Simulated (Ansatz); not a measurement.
`C#[C][SnH2][F]` + `BO` → `O[BH][SnH2][F]` + `C#C` at 500 K and 1 bar (formal exchange of groups at the Sn–C bond).

Gas-phase electronic energies from Ansatz, PBE0-D4/def2-TZVP geometries. CCSD(T)/CBS is the MP2 limit (def2-TZVPP, def2-QZVPP) plus CCSD(T) − MP2 in def2-TZVPP, frozen cores. This one scheme is used for every species. def2 core potentials past Kr. For Sn outer-core shells are correlated without core-valence functions, which leaves a few kJ/mol of doubt a bond. Each species was taken in one conformer, which may not be the lowest.

```csv
species,CCSD(T)/CBS energy (Eh),H − E (kJ/mol),S (J/(mol·K))
`C#[C][SnH2][F]`,-391.67763,128.6,381.3
`BO`,-101.80414,113.6,256.0
`O[BH][SnH2][F]`,-416.25065,155.3,385.7
`C#C`,-77.22717,90.7,225.3
```

H − E and S are ideal-gas, rigid-rotor, harmonic terms from PBE0-D4/def2-TZVP, for one conformer and one mirror image of each species. 1 Eh = 2625.50 kJ/mol, R = 8.31446 J/(mol·K).

Question: By hand: ΔE, ΔH, ΔS and ΔG.

Answer: ΔE = (-416.25065) + (-77.22717) − (-391.67763) − (-101.80414) = 0.00395 Eh = 10.4 kJ/mol. Δ(H − E) = 155.3 + 90.7 − 128.6 − 113.6 = 3.8, so ΔH = 14.2 kJ/mol. ΔS = 385.7 + 225.3 − 381.3 − 256.0 = -26.3 J/(mol·K). ΔG = 14.2 − 500 × (-26.3)/1000 = 27.4 kJ/mol.

Question: By hand: the equilibrium constant, and the temperature at which ΔG would vanish if ΔH and ΔS stayed fixed.

Answer: log₁₀ K = −ΔG/(RT ln 10) = -2.9. ΔH and −TΔS have one sign here, so there is no such temperature.

TΔS isn't small against ΔH here. A doubt of 5 kJ/mol in ΔE shifts log₁₀ K by 0.5 here. Other conformers and mirror images would add mixing entropy, several J/(mol·K) or more a flexible species. These are equilibria of isolated gas molecules and say nothing of rates. Largest T1 diagnostic: 0.015 (customary marks: 0.02 for closed shells, 0.045 for open ones).
